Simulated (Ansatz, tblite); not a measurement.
Cost and result up the ladder for InCl2I (InICl₂) (4 atoms). Total charge 0; singlet. Geometry: PBE0-D4/def2-SVP.

Cartesian coordinates in Å:
```
In -0.035 0.037 -0.007
Cl 0.593 2.255 -0.327
Cl -2.315 -0.432 -0.036
I 1.756 -1.860 0.371
```

Ansatz on 4 threads of Arm Neoverse V2 on a shared host; xTB runs through tblite on one thread. Times are rough, summed over both states, and most runs start from the orbitals of an earlier one. PBE0-D4/def2-TZVP serves as the yardstick here, not as an exact answer. The other state is a doublet.

In the def2 sets I, In take a core potential; there is no spin–orbit coupling. The xTB rows come from tblite. HOMO above LUMO, or a gap near zero within one spin, warns that the state may not be the lowest or that an electron is smeared out.

Raw xTB energies of ions are shifted by several eV.

```json
{"level": "GFN2-xTB", "functions": "36", "wall time": "0.011 s", "vertical IE (eV)": "14.98", "difference from PBE0-D4/def2-TZVP (eV)": "4.63", "remarks": "–"}
{"level": "GFN1-xTB", "functions": "36", "wall time": "0.013 s", "vertical IE (eV)": "14.67", "difference from PBE0-D4/def2-TZVP (eV)": "4.32", "remarks": "–"}
{"level": "PBE-D4/def2-TZVP", "functions": "174", "wall time": "9.7 s", "vertical IE (eV)": "9.96", "difference from PBE0-D4/def2-TZVP (eV)": "-0.39", "remarks": "gap within one spin near zero (+1 doublet)"}
{"level": "PBE0-D4/def2-TZVP (with forces)", "functions": "174", "wall time": "18 s", "vertical IE (eV)": "10.35", "difference from PBE0-D4/def2-TZVP (eV)": "0.00", "remarks": "–"}
{"level": "r2SCAN-D4/def2-TZVP", "functions": "174", "wall time": "25 s", "vertical IE (eV)": "10.20", "difference from PBE0-D4/def2-TZVP (eV)": "-0.15", "remarks": "–"}
```
